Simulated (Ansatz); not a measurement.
Ansatz (a first-principles code) input (RI-MP2/aug-cc-pVQZ):
A basis named .json is the Basis Set Exchange file of that set.

Ansatz 0.2 input:
```yaml
crystal:
  periodic: [false, false, false]
  atoms:
    - {symbol: C, position_ang: [1.76437922, -0.20800863, -0.67265119]}
    - {symbol: Ge, position_ang: [0.08948141, 0.04667904, 0.26048727]}
    - {symbol: C, position_ang: [-0.89707385, 1.58006591, -0.49577616]}
    - {symbol: C, position_ang: [-1.00921819, -1.57718287, 0.09795306]}
    - {symbol: H, position_ang: [2.67583085, 0.30505293, -0.38933528]}
    - {symbol: H, position_ang: [1.84691414, -0.85498338, -1.53885405]}
    - {symbol: H, position_ang: [0.39214563, 0.34106396, 1.74890095]}
    - {symbol: H, position_ang: [-1.12319246, 1.39606520, -1.54624930]}
    - {symbol: H, position_ang: [-1.83289680, 1.72465232, 0.04518539]}
    - {symbol: H, position_ang: [-0.30414356, 2.49108237, -0.42112275]}
    - {symbol: H, position_ang: [-0.50027674, -2.43271400, 0.54093379]}
    - {symbol: H, position_ang: [-1.96623711, -1.44080933, 0.60197769]}
    - {symbol: H, position_ang: [-1.20007213, -1.79238557, -0.95418358]}
basis:
  gaussian:
    orbitals: aug-cc-pVQZ
    fitting: {mean_field: def2-universal-jkfit, correlation: aug-cc-pVQZ-RIFIT.json}
magnetization: {spin_polarized: true, initial_magnetization: 1}
correlation: {method: mp2, electrons: outside_noble_gas}
```

End of the output:

```
integrals: 2.78 GiB planned
653 factors; integrals over basis functions are off by at most 5.9e0 eV
2.57 GiB of device memory are held for the factors and their scratch space
mean field: 5.51 GiB planned
mean field evaluation 1: about -59704.7379 eV, gradient 2.8e1 eV
mean field evaluation 2: about -59708.4426 eV, gradient 1.1e1 eV
mean field evaluation 4: about -59709.1530 eV, gradient 9.3e-1 eV
mean field evaluation 8: about -59709.1618 eV, gradient 2.7e-6 eV
mean field -59709.16178808 eV, -2194.2712233883 hartree, gradient 2.7e-6 eV, S^2 0.762860; 0 other end points of the search recorded, 0 dependent functions left out
17 core orbitals not correlated
1486 factors; their error is unknown
reference -59709.16178808 eV, -2194.2712233883 hartree; 13, 12 occupied and 717, 718 virtual orbitals, 1486 factors
second order -18.23271864 eV of doubles, -0.00000000 eV of singles
Total energy: -59727.39450672 eV, -2194.9412634399 hartree
```

It need not be the lowest isomer of its formula.
